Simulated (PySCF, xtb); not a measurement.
AlCl, SMILES [Al][Cl] (connectivity only; charge and spin as stated), neutral, multiplicity 1.

GFN2-xTB run with xtb 6.7.1 at its own geometry gives an orbital gap of 2.70 eV and a dipole moment of 0.97 D.

Geometry: PBE0-D3(BJ)/def2-TZVPD.

Task: What does ωB97X/def2-TZVPD (PySCF) give? (The exact figures need the calculation; the answer reports its results.)

Result: gap 9.36 eV (levels -9.18 and 0.19 eV), dipole 1.62 D.
